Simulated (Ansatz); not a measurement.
Geometry optimisation, RKS B3LYP-D4/def2-SVP (Ansatz 0.2.0).

Input file:

```yaml
crystal:
  periodic: [false, false, false]
  atoms:
    - { symbol: Hf, position_ang: [0.306405, 0.382021, -0.785447] }
    - { symbol: O, position_ang: [-0.695638, 0.170928, 2.312276] }
    - { symbol: H, position_ang: [-1.380143, 0.821062, 2.520284] }
    - { symbol: Cl, position_ang: [1.693728, 0.339998, -2.696752] }
    - { symbol: Cl, position_ang: [-1.80134, 1.436055, -1.059253] }
    - { symbol: O, position_ang: [0.318273, -1.322131, 0.10384] }
    - { symbol: H, position_ang: [-0.117158, -1.509275, 0.950459] }
    - { symbol: Si, position_ang: [1.581627, 1.902871, 0.959475] }
    - { symbol: H, position_ang: [2.102573, 1.081587, 2.1221] }
    - { symbol: H, position_ang: [2.752799, 2.713465, 0.466397] }
    - { symbol: H, position_ang: [0.619943, 2.879167, 1.592658] }
    - { symbol: H, position_ang: [0.12163, 0.537752, 2.725164] }
basis:
  gaussian: { orbitals: def2-SVP }
hamiltonian:
  xc: b3lyp
  dispersion: d4
relax:
  f_tol: 0.03
  max_steps: 50
```

Command:

```bash
$ ansatz run input.yaml --threads 4 --pin off --max-ram 5120MiB --backend cpu --events-out ev --progress --plain --runs-dir out
```

Q: Where does it end, and by what steps?

A: It converged. The force dipped under the threshold on the way, but the program's further checks kept it going. After 26 steps the energy has fallen by 0.597 eV; H7 moved furthest, 1.50 Å. Joined: Hf1–O2 (3.26 → 2.34 Å).

```
step  energy less start (eV)  largest force component (eV/Å)  accepted
   0                  0.0000                           0.747       yes
   1                  0.0253                           1.821        no
   2                 -0.0678                           0.585       yes
   3                 -0.1112                           0.593       yes
   4                 -0.1860                           0.762       yes
   5                 -0.3059                           1.102       yes
   6                 -0.3617                           0.970       yes
   7                 -0.4090                           0.653       yes
   8                 -0.4536                           0.459       yes
   9                 -0.4846                           0.534       yes
  10                 -0.5101                           0.272       yes
  11                 -0.5081                           1.106        no
  12                 -0.5256                           0.172       yes
  13                 -0.5377                           0.519       yes
  14                 -0.5409                           0.813       yes
  15                 -0.5604                           0.281       yes
  16                 -0.5733                           0.107       yes
  17                 -0.5745                           0.326       yes
  18                 -0.5886                           0.095       yes
  19                 -0.5902                           0.080       yes
  20                 -0.5926                           0.212       yes
  21                 -0.5950                           0.094       yes
  22                 -0.5962                           0.039       yes
  23                 -0.5968                           0.020       yes
  24                 -0.5972                           0.034       yes
  25                 -0.5973                           0.031       yes
  26                 -0.5975                           0.018       yes
```

```xyz
12
Properties=species:S:1:pos:R:3
Hf 0.004 0.326 -0.224
O -0.784 0.481 1.972
H -1.688 0.824 2.069
Cl 0.922 0.911 -2.324
Cl -2.313 0.969 -0.512
O 0.549 -1.473 0.087
H 0.749 -2.410 0.117
Si 1.813 1.955 1.095
H 1.625 1.819 2.598
H 3.273 1.713 0.859
H 1.562 3.415 0.839
H -0.208 0.903 2.633
```

Whether the end is a true minimum wasn't checked by a vibrational analysis.

Run time: 110 s on 4 threads of Arm Neoverse V1 (shared host), peak memory 0.46 GiB.
